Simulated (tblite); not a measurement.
C6H7N.
Numbering: `[CH3:1][c:2]1[cH:3][cH:4][n:5][cH:6][cH:7]1` (hydrogens: H8, H9, H10 on C1; H11 on C3; H12 on C4; H13 on C6; H14 on C7)

The geometry is computed with GFN2-xTB (gas phase).

(1) What internal coordinates does the optimisation give?

Answers

(1) 
```
                bond  length (Å)     order
               C1–C2       1.496    single
        C2–C3, C2–C7       1.391  aromatic
        C3–C4, C6–C7       1.385  aromatic
        C4–N5, N5–C6       1.322  aromatic
C1–H8, C1–H9, C1–H10       1.088    single
      C3–H11, C7–H14       1.080    single
      C4–H12, C6–H13       1.083    single
```

Bonds in one row agree within 0.01 Å and their mean is given. Orders are formal, as drawn. A selection of angles:
```
    angle  degrees
 C2–C1–H8    109.8
 C2–C1–H9    110.9
 H8–C1–H9    108.0
H9–C1–H10    109.2
 C1–C2–C3    121.4
 C3–C2–C7    117.3
 C2–C3–C4    119.0
C2–C3–H11    120.5
C4–C3–H11    120.5
 C3–C4–N5    123.5
C3–C4–H12    121.0
N5–C4–H12    115.5
 C4–N5–C6    117.6
```

The 6-membered ring C2–C3–C4–N5–C6–C7 has internal angles of 117.3° to 123.5°; it is planar, 0.00 Å rms from its mean plane, widest ring torsion 0°. Of the pairs four or more bonds apart, H10···H14 is among the closest relative to their van der Waals radii: 2.49 Å, 104 % of the sum of Bondi's values. The 5 C–C bonds span 1.385 Å (C6–C7, aromatic) to 1.496 Å (C1–C2, drawn single), a spread of 0.111 Å. The 7 heavy atoms lie in one plane (0.003 Å rms).

Point group: Cs (tolerance 0.08 Å). GFN2-xTB frequencies show an imaginary mode (34i cm⁻¹), so the point is no minimum at that level.
